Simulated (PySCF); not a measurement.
**Zn²⁰⁺ (zinc, charge +20): Hartree-Fock from Schrödinger to Dirac-Coulomb-Breit**

Occupied: 1s1/2, 2s1/2, 2p1/2, 2p3/2. Hartree-Fock calculated with PySCF 2.14 in an uncontracted even-tempered set (20 s from 1.6 bohr⁻², ratio 2.3; 14 p from 1.9 bohr⁻², ratio 2.3), Gaussian nucleus throughout. NR is non-relativistic, sf-X2C the spin-free one-electron X2C Hamiltonian, X2C adds the bare one-electron spin-orbit term, X2C-SNSO screens it by Boettger's factors, DC is four-component Dirac-Coulomb, and the Gaunt and Breit terms are added at first order (total energies over the DC spinors, levels after relaxing the spinors in that mean field). QED terms are absent. Levels marked empty are virtual spinors of this ion.

```json
{"Hamiltonian": "NR", "E (hartree)": "-1552.5500", "E − E(DC) (hartree)": "16.0292", "CPU seconds": "0.42"}
{"Hamiltonian": "sf-X2C", "E (hartree)": "-1568.2739", "E − E(DC) (hartree)": "0.3053", "CPU seconds": "0.24"}
{"Hamiltonian": "X2C", "E (hartree)": "-1568.3286", "E − E(DC) (hartree)": "0.2507", "CPU seconds": "0.31"}
{"Hamiltonian": "X2C-SNSO", "E (hartree)": "-1568.3215", "E − E(DC) (hartree)": "0.2578", "CPU seconds": "0.31"}
{"Hamiltonian": "DC", "E (hartree)": "-1568.5793", "E − E(DC) (hartree)": "0.0000", "CPU seconds": "13"}
{"Hamiltonian": "DC+Gaunt", "E (hartree)": "-1567.8181", "E − E(DC) (hartree)": "0.7612", "CPU seconds": "23"}
{"Hamiltonian": "DC+Breit", "E (hartree)": "-1567.8819", "E − E(DC) (hartree)": "0.6974", "CPU seconds": "66"}
```

```
   level (eV)        NR    sf-X2C       X2C  X2C-SNSO        DC  DC+Gaunt  DC+Breit
        1s1/2  -10441.8  -10561.2  -10561.0  -10561.0  -10566.1  -10553.5  -10554.2
        2s1/2   -1987.9   -2017.2   -2017.2   -2017.2   -2017.7   -2016.7   -2016.7
        2p1/2   -1847.9   -1856.0   -1874.3   -1873.0   -1873.1   -1871.3   -1871.5
        2p3/2   -1847.9   -1856.0   -1847.2   -1847.8   -1848.1   -1846.8   -1847.0
3s1/2 (empty)   -729.10   -736.85   -736.85   -736.85   -736.95   -736.71   -736.73
3p1/2 (empty)   -687.09   -690.05   -694.01   -693.74   -693.76   -693.34   -693.41
3p3/2 (empty)   -687.09   -690.05   -688.14   -688.26   -688.32   -688.03   -688.10
```

```csv
interval (eV),X2C,X2C-SNSO,DC,DC+Gaunt,DC+Breit
2p3/2 − 2p1/2,27.08,25.25,25.04,24.49,24.49
3p3/2 − 3p1/2,5.873,5.476,5.442,5.310,5.310
```

Weight of the small component: 1s1/2 0.0117, 2s1/2 0.00233, 2p1/2 0.00229, 2p3/2 0.00225, 3s1/2 0.000776, 3p1/2 0.000755, 3p3/2 0.000748.

Koopmans' value for the highest occupied level at DC+Breit: 1847.0 eV, against an ionisation energy of 1846.8 ± 1 eV (semi-empirical (NIST evaluation); NIST Atomic Spectra Database, ionization energies); the former lacks relaxation, correlation, QED and recoil.

The whole ladder took 110 s of wall time on 1 thread of Neoverse-V1 (shared host), launched as `OMP_NUM_THREADS=1 python relrun2.py TASK.json OUT` (a driver that calls PySCF for each Hamiltonian).
